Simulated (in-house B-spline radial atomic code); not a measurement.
RPA and G0W0 on r2SCAN: In IV (In3+)

Configuration [Kr] 4d10, mean-field start r2SCAN. Computed with a B-spline radial code for spherical atoms: all electrons, scalar-relativistic (spin-free one-electron X2C), finite nucleus, each spin shell either full or empty, empty states to l = 9 with an (l + 1/2)⁻⁴ tail; G0W0 by contour deformation at full frequency.

Command:
```bash
python run_gw.py task.json out
```
Settings (radii: box in bohr, nucleus in fm):
```
Z                        49
electrons                46
configuration            [Kr] 4d10
hamiltonian              x2c
method                   r2scan
lmax                     9
rms_radius               4.6156
spin_polarised           False
box_radius               14.14
intervals                68
```

Run time, properties included: 2.3 s on 1 thread of Arm Neoverse V2 (shared host).

Energies (hartree):

```csv
term,value
mean-field total,-5879.08178
Hartree-Fock functional on these orbitals,-5876.51056
direct second order,-4.0517
second-order exchange,1.123
SOSEX correction,1.0497
```

Question: What is the RPA correlation energy, and what remains with SOSEX?

Answer: RPA gives -3.5811 hartree (-2.12 eV per electron); RPA + SOSEX gives -2.5314, and the second-order doubles -2.9288 hartree (no singles). SOSEX takes back 29 % of the RPA value.

Quasi-particle levels (eV):

| level | occupied | mean field | Σx - vxc | Σc | QP weight | G0W0 |
| --- | --- | --- | --- | --- | --- | --- |
| 4d | yes | -48.32 | -8.34 | ? | ? | ? |
| 5s | no | -32.07 | 5.93 | -2.03 | 0.972 | -28.168 |

G0W0 = mean field + (Σx - vxc) + Σc, with Σc (partial-wave tail included) taken at the quasi-particle energy. Only the outer levels were computed. Levels of low weight are left out.

Question: Where does G0W0 put 4d?

Answer: At -56.28 eV, with Σc = 0.37 eV and a quasi-particle weight of 0.936. The tabulated removal energy is 55.45 ± 0.04 eV (NIST, measured); the calculation leaves out spin-orbit coupling, Breit and QED terms, and what these don't explain is the method's own error.
